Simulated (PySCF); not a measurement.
Run record: excited-state job, Sn(CCH)H3, `C#[C][SnH3]`.

Computed with TDDFT wB97X-D/def2-SVPD, vertical, gas phase, core orbitals frozen in the response, def2 core potentials past Kr (PySCF 2.14.0, density-fitted response routines). Geometry: PBE0-D3(BJ)/def2-SVP. A driver script takes a list of jobs; this job's settings line and coordinates (Å) are shown.

Input:
```
{"job": {"kind": "uv", "xc": "wB97X-D", "basis": "def2-SVPD", "ip": true, "nstates": 10}, "charge": 0, "multiplicity": 1}
Sn    -0.006087    -0.007522    -1.171373
C      0.001523     0.004965     0.921666
C      0.010308     0.013991     2.138855
H      0.017603     0.021133     3.214650
H      1.615594    -0.007127    -1.706510
H     -0.823103     1.393254    -1.706834
H     -0.815838    -1.418694    -1.690454
```

**Question.** Estimate the output.

**Answer.** 
```
coarse grid: 28280 points
cycle   1  E = -291.5612082593  dE = -2.229e+01  |g| = 2.353e+00  |ddm| = 1.165e+01
cycle   2  E = -291.7344994135  dE = -1.733e-01  |g| = 2.302e+00  |ddm| = 1.088e+01
cycle   3  E = -292.7388206410  dE = -1.004e+00  |g| = 4.750e-01  |ddm| = 4.124e+00
cycle   4  E = -292.7800692215  dE = -4.125e-02  |g| = 2.460e-01  |ddm| = 1.106e+00
cycle   5  E = -292.7946799115  dE = -1.461e-02  |g| = 1.095e-02  |ddm| = 5.947e-01
cycle   6  E = -292.7947362958  dE = -5.638e-05  |g| = 4.626e-03  |ddm| = 5.649e-02
cycle   7  E = -292.7947444304  dE = -8.135e-06  |g| = 1.165e-03  |ddm| = 1.786e-02
final grid: 57952 points
cycle   8  E = -292.7919962732  dE = -6.002e-06  |g| = 1.565e-03  |ddm| = 1.447e-02
cycle   9  E = -292.7919961377  dE =  1.354e-07  |g| = 1.683e-03  |ddm| = 6.939e-03
cycle  10  E = -292.7919967647  dE = -6.269e-07  |g| = 3.693e-04  |ddm| = 3.870e-03
cycle  11  E = -292.7919967970  dE = -3.234e-08  |g| = 4.518e-05  |ddm| = 7.031e-04
cycle  12  E = -292.7919967981  dE = -1.111e-09  |g| = 1.289e-05  |ddm| = 2.841e-04
cycle  13  E = -292.7919967982  dE = -6.355e-11  |g| = 2.233e-06  |ddm| = 5.002e-05
converged SCF energy = -292.7919967982

Static polarisability (au): isotropic 62.544, principal 53.807 53.812 80.012

Singlet excitations
state   eV       nm        f      main configurations
  1   6.1601    201.3   0.00000   H-1->L+1 0.39, H->L+2 0.39
  2   6.4016    193.7   0.00115   H->L+2 0.34, H-1->L+1 0.34
  3   6.4021    193.7   0.00114   H->L+1 0.34, H-1->L+2 0.34
  4   7.5693    163.8   0.00232   H->L 0.77, H->L+3 0.09
  5   7.5698    163.8   0.00234   H-1->L 0.77, H-1->L+3 0.09
  6   7.7848    159.3   0.00933   H->L+3 0.47, H-1->L+3 0.24
  7   7.7852    159.3   0.00930   H-1->L+3 0.47, H->L+3 0.24
  8   8.3061    149.3   0.00000   H-3->L+1 0.18, H-2->L+2 0.18, H-2->L+1 0.09
  9   8.3391    148.7   0.49390   H->L+1 0.41, H-1->L+2 0.41
 10   8.5647    144.8   0.11314   H-2->L 0.22, H-1->L+4 0.17, H->L+4 0.17

Triplet excitations (Tamm-Dancoff, eV): 5.1114 5.6470 5.6471 6.1869
Vertical ionisation energy (delta-SCF) = 10.3761 eV
```

The SCF starts on a coarse grid where the log names one; the energy can jump when the final grid takes over, and dE then counts from the start density on the new grid. H and L stand for HOMO and LUMO; the number after each pair is its weight.

**Question.** Give the mean polarisability as a volume in Å³, and the ratio of the largest to the smallest principal value.

**Answer.** 62.544 au × 0.148185 = 9.27 Å³; 80.012/53.807 = 1.49.

**Question.** How does the lowest singlet excitation compare with the HOMO–LUMO gap?

**Answer.** HOMO -9.95 eV and LUMO 1.39 eV give a gap of 11.34 eV; S1 at 6.16 eV lies 5.18 eV below it.

Main results: HOMO -9.95 eV, LUMO 1.39 eV; lowest singlet 6.16 eV; lowest triplet 5.11 eV (Tamm–Dancoff); mean polarisability 62.5 au.

Atoms past krypton carry effective core potentials; spin–orbit coupling is left out.

**Question.** How long does this job take on an Arm Neoverse V1 with one thread, shared host?

**Answer.** About 14 s.
Labels such as C1 count atoms from 1, the log's own numbers from 0.

The pairwise dispersion term of wB97X-D wasn't added to the energies; at a given geometry it leaves orbitals and properties as they are.
